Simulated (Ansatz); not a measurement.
Start from `[CH3][AlH][CH2]Br` and change one element to get `[CH3][GaH][CH2]Br`.

Ansatz, PBE0-D4/def2-TZVP geometries, multiplicity 1. Each molecule was computed in one conformer, which needn't be the lowest.

Scalar relativity is left out up to krypton.

```
                               property  `[CH3][AlH][CH2]Br`
    LUMO energy (B3LYP/def2-TZVPP) / eV                -1.43
    HOMO energy (B3LYP/def2-TZVPP) / eV                -7.02
     HOMO energy (PBE0/def2-TZVPP) / eV                -7.25
HOMO–LUMO gap (ωB97M-V/def2-TZVPP) / eV                 9.82
  HOMO energy (ωB97M-V/def2-TZVPP) / eV                -9.46
      HOMO energy (PBE/def2-TZVPP) / eV                -6.01
```

Question: Give the same properties after the change, and the shifts. (Estimate.)

Answer: Computed: 
| property | `[CH3][GaH][CH2]Br` | shift |
| --- | --- | --- |
| LUMO energy (B3LYP/def2-TZVPP) / eV | -1.23 | 0.20 |
| HOMO energy (B3LYP/def2-TZVPP) / eV | -7.27 | -0.25 |
| HOMO energy (PBE0/def2-TZVPP) / eV | -7.49 | -0.24 |
| HOMO–LUMO gap (ωB97M-V/def2-TZVPP) / eV | 10.42 | 0.60 |
| HOMO energy (ωB97M-V/def2-TZVPP) / eV | -9.67 | -0.21 |
| HOMO energy (PBE/def2-TZVPP) / eV | -6.29 | -0.28 |

With PBE0 the HOMO falls by 0.24 eV and the LUMO rises by 0.24 eV, so the gap widens by about 0.48 eV. PBE moves the HOMO by -0.28 eV and ωB97M-V by -0.21 eV.

B3LYP here is the variant with VWN-RPA as its local correlation; programs differ in this.

Spin–orbit coupling is left out; it splits and shifts lone-pair levels of the heavy atoms by tenths of an eV.
